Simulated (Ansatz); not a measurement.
Ansatz (an electronic-structure program) input for ClH2NS2W, SMILES [NH2][W](=[S])(=[S])[Cl], multiplicity 1, CAM-B3LYP/def2-SVPD. The structure is a stationary point at PBE-D3(BJ)/def2-SVP. The multiplicity is an assumed one; no other spin state was optimised. The structure was generated by enumeration; whether it is a known compound was not checked. The def2 effective core potentials stand for the cores of W; spin–orbit coupling is left out. One conformer was computed; it need not be the lowest.

Ansatz 0.2 input:
```yaml
crystal:
  periodic: [false, false, false]
  atoms:
    - {symbol: W, position_ang: [0.04116410, -0.11732127, 0.00000000]}
    - {symbol: S, position_ang: [0.96548134, 0.68741703, -1.76486706]}
    - {symbol: S, position_ang: [0.96548134, 0.68741703, 1.76486705]}
    - {symbol: Cl, position_ang: [-2.20374058, 0.35194358, -0.00000000]}
    - {symbol: N, position_ang: [0.35429485, -2.02148617, -0.00000000]}
    - {symbol: H, position_ang: [0.52098968, -2.57410448, 0.84837157]}
    - {symbol: H, position_ang: [0.52098968, -2.57410447, -0.84837158]}
basis:
  gaussian:
    orbitals: def2-SVPD
hamiltonian:
  xc: {name: CAM-B3LYP}
```

It prints:

```
WARN ansatz: RAYON_NUM_THREADS=1 ignored (pool sized by the plan → 1); use --threads N
Functional definition: CAM-B3LYP
integrals: 0.14 GiB planned
1485 factors; their error is unknown
integrals: 0.17 GiB planned
469 factors; integrals over basis functions are off by at most 2.1e-5 eV
mean field: 1.15 GiB planned
mean field evaluation 1: about -37525.9469 eV, gradient 6.0e1 eV
mean field evaluation 2: about -37482.7985 eV, gradient 1.6e2 eV
mean field evaluation 4: about -37533.4691 eV, gradient 1.1e1 eV
mean field evaluation 8: about -37533.7653 eV, gradient 3.1e-1 eV
mean field evaluation 16: about -37533.9707 eV, gradient 3.6e-4 eV
mean field -37533.97069127 eV, -1379.3479814652 hartree, gradient 3.5e-5 eV, S^2 0.000000; 0 other end points of the search recorded, 0 dependent functions left out
reference -37533.97082766 eV, -1379.3479864774 hartree; 36, 36 occupied and 116, 116 virtual orbitals, 1485 factors
Total energy: -37533.97082766 eV, -1379.3479864774 hartree
```

The calculation finished and met its thresholds.

Cost: about 9 core-seconds (a rough figure).
